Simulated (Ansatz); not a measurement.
Total energies of `CO[SiH][SiH3]` radical.

Cartesian coordinates in Å:
```
C -1.4706 1.7058 -0.2607
O -0.6618 0.7108 0.3237
Si -0.2758 -0.7186 -0.4025
Si 1.5844 -1.6229 0.6816
H -1.2526 1.8276 -1.3279
H -2.5318 1.4633 -0.1443
H -1.2712 2.6510 0.2473
H -0.0604 -0.4713 -1.8676
H 1.2376 -1.9191 2.0963
H 2.7766 -0.7292 0.6610
H 1.9256 -2.8973 -0.0069
```

Total charge 0; spin multiplicity 2. The geometry is a stationary point of PBE0-D4/def2-TZVP. It is one conformer, not always the lowest. Basis def2-TZVPP, Ansatz 0.2.0.

RPA on PBE orbitals: Hartree–Fock energy of these orbitals -694.66742 Eh, correlation -1.13965 Eh (frozen core).

```
 functional  energy without D4 (Eh)  D4 term (kJ/mol)
LDA (SPW92)              -693.28752                 –
        PBE              -696.11982             -21.6
     revPBE              -696.40569             -63.8
       BLYP              -696.51721             -47.2
     r2SCAN              -696.44784              -5.3
     B97M-V              -696.39247                 –
       PBE0              -696.18646             -18.3
      B3LYP              -696.61473             -35.0
    r2SCANh              -696.43866              -5.7
    r2SCAN0              -696.42598              -6.3
      BHLYP              -696.50206             -27.9
  CAM-B3LYP              -696.52727             -18.7
    ωB97M-V              -696.45775                 –
   PBE-QIDH              -695.99761                 –
```

**Question.** Give the same for HSE06 (plane-wave form), LC-ωPBE, ωB97X-V, B2PLYP. (Best estimate.)

**Answer.** Computed: 
| functional | energy without D4 (Eh) | D4 term (kJ/mol) |
| --- | --- | --- |
| HSE06 (plane-wave form) | -696.16692 | -17.2 |
| LC-ωPBE | -696.31376 | – |
| ωB97X-V | -696.43246 | – |
| B2PLYP | -696.22977 | – |

B3LYP takes the VWN-RPA correlation (the form of Gaussian; ORCA's B3LYP/G). HSE06 is the plane-wave form, built on full-range PBE exchange. The double hybrids freeze the cores in their second-order part.

LC-ωPBE has ω = 0.4 bohr⁻¹.
